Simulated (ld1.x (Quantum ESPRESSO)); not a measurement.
# An all-electron radial function and its pseudo partner (phosphorus)

Columns: radius, all-electron u(r) and pseudo u(r) of the 3s shell (level -13.97 eV) of phosphorus in the configuration [Ne] 3s2 3p3; PBE, scalar-relativistic, TM scheme, ld1.x (Quantum ESPRESSO) 7.5.

```
r (bohr)  all-electron  pseudo
   0.078        0.1713  0.0237
   0.155       -0.0542  0.0478
   0.232       -0.2606  0.0734
   0.310       -0.3630  0.1015
   0.388       -0.3654  0.1328
   0.465       -0.2984  0.1675
   0.542       -0.1900  0.2069
   0.620       -0.0597  0.2520
   0.698        0.0760  0.3029
   0.775        0.2054  0.3586
   0.852        0.3245  0.4189
   0.930        0.4314  0.4830
   1.008        0.5231  0.5475
   1.085        0.5989  0.6085
   1.162        0.6607  0.6635
   1.240        0.7099  0.7104
   1.318        0.7464  0.7464
   1.395        0.7713  0.7713
   1.472        0.7863  0.7863
   1.550        0.7927  0.7927
   1.628        0.7915  0.7915
   1.705        0.7840  0.7840
   1.782        0.7714  0.7714
   1.860        0.7542  0.7542
   1.938        0.7336  0.7336
   2.015        0.7107  0.7107
```

How many radial nodes do the two functions have?

The all-electron 3s function has n − l − 1 = 2; the pseudo-wave has 0, since the states of the same l below it are removed with the core.

At about which radius was the pseudo-wave matched?

1.40 bohr. The columns agree to 0.0005 from 1.32 bohr on; several derivatives are matched, so the curves merge somewhat inside the radius.

Is the pseudo-wave norm-conserving?

Yes: the TM scheme keeps the norm inside the radius equal to the all-electron one, which fixes the energy derivative of the logarithmic derivative at the level.
